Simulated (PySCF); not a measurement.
**Electronic structure of Ge²⁺ (germanium, charge +2) at the PBE level**

Configuration: [Ar] 3d10 4s1 5s1, high-spin 3S determinant (an excited configuration). Computed with PySCF 2.14 in aug-cc-pVQZ-PP with ECP10MDF (7s6p5d3f2g, 89 functions), with scalar relativity through the core potential.

| Item | Value |
| --- | --- |
| Total energy | -292.9462 hartree |
| One-electron energy | -501.3066 hartree |
| Hartree (Coulomb) energy | 232.4616 hartree |
| Exchange-correlation energy | -24.1012 hartree |
| ⟨S²⟩ | 2.0004 |
| ⟨L²⟩ | 0.000 |
| Sum of ⟨r⟩ | 18.58 bohr |
| Sum of ⟨r²⟩ | 35.15 bohr² |

```csv
shell,electrons,mean orbital energy (hartree),"rms radius, mean of both spins (bohr)"
3s α,1,-7.06198,0.674
3s β,1,-7.05638,0.674
3p α,3,-5.21609,0.705
3p β,3,-5.20919,0.705
3d α,5,-2.07820,0.807
3d β,5,-2.06619,0.807
4s α,1,-1.26077,1.99
5s α,1,-0.46700,4.56
```

Energies and moments cover only the electrons outside the core potential. The outer electron is Rydberg-like, and this basis confines it to a smaller radius and binds it less than a complete one would.
